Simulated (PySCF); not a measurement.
vinylidene fluoride (C2H2F2), SMILES C=C(F)F. Coordinates come from a PBE-D3(BJ)/def2-SVP optimisation.

Calculation: PBE-D3(BJ)/def2-SVP (PySCF).

Harmonic wavenumbers (cm⁻¹): 426, 544, 620, 690, 759, 916, 930, 1313, 1333, 1744, 3136, 3249. Rotational constants (GHz): 10.82, 10.27, 5.269; symmetry number 2.

Problem. Work out the zero-point energy and the ideal-gas rigid-rotor harmonic-oscillator thermochemistry at 298.15 K and 1 atm.

Solution. ZPE = ½ Σ hcν = ½ × 15660 cm⁻¹ = 93.67 kJ/mol. H − E(el) = 106.09 kJ/mol. Entropy in J/(mol K): translation 160.62, rotation 93.91, vibration 11.35, total 265.88. G − E(el) = 26.82 kJ/mol. Cp = 59.90 J/(mol K).
